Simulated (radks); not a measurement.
Values are calculated unless marked as measured or tabulated.
Charge is removed step by step from the 1s down level of He, starting from 1s(up 1, down 1). Level of theory: scalar-relativistic Kohn-Sham, PBE, spin-polarised, spherical densities, point nucleus (a radial shooting solver on a logarithmic mesh with Libxc functionals).

removed (e) = 0: E - E(0) (eV) 0.000; eigenvalue (eV) -15.764
removed (e) = 0.25: E - E(0) (eV) 4.507; eigenvalue (eV) -20.322
removed (e) = 0.5: E - E(0) (eV) 10.165; eigenvalue (eV) -24.925
removed (e) = 0.75: E - E(0) (eV) 16.940; eigenvalue (eV) -29.142

The mean slope of the eigenvalue, de/dn, is 17.8 eV per electron.
